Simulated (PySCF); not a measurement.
## Computed properties of germylmethylgermane (CH8Ge2), SMILES [GeH3][CH2][GeH3]

CH8Ge2, SMILES [GeH3][CH2][GeH3]. The structure is a stationary point at PBE0-D3(BJ)/def2-SVP. Other conformers were not sampled. All values are computed for the isolated molecule unless a solvent is named; none is compared with measurement here.

**Structure.** The optimised structure has C2v symmetry. All 27 harmonic modes at PBE0-D3(BJ)/def2-SVP (PySCF) are real, so it is a minimum. With heavy atoms numbered as in [GeH3:1][CH2:2][GeH3:3], the shortest bond between them is Ge1–C2 at 1.957 Å and the longest C2–Ge3 at 1.957 Å.

**Vibrations.** The strongest infrared lines (harmonic, unscaled, degenerate partners summed) lie at 2158 cm⁻¹ (241 km/mol, H 98 %), 2145 cm⁻¹ (237 km/mol, H 99 %), 834 cm⁻¹ (227 km/mol, H 94 %). The softest mode is at 76 cm⁻¹ and the zero-point energy is 46.2 kcal/mol.

**Electronic structure.** r2SCAN/def2-TZVP (PySCF) places the frontier levels at -7.57 and 0.06 eV, a gap of 7.63 eV, and gives a dipole moment of 0.76 D and a mean polarisability of 76.1 bohr³. PBE/def2-TZVP (PySCF) at the same geometry gives -7.30 and -0.36 eV, so its gap is 0.69 eV narrower. An orbital gap is neither the optical nor the fundamental gap.

**Excitations.** TDDFT-B3LYP/def2-SVPD (PySCF) has S1 at 7.27 eV (171 nm, f = 0.001, dark); the most intense of the 10 singlets computed lies at 7.76 eV (f = 0.40). T1 (TDA) is at 6.96 eV. TDDFT-PBE/def2-SVPD (PySCF) puts S1 at 6.84 eV. No vertical singlet excitation falls in the visible range (under 3.1 eV).

**NMR.** GIAO shifts at B3LYP/pcSseg-1 (PySCF) (non-relativistic, atoms alike by connectivity averaged): ¹³C at -9.6 ppm against TMS; ¹H from 0.3 to 4.2 ppm against TMS.
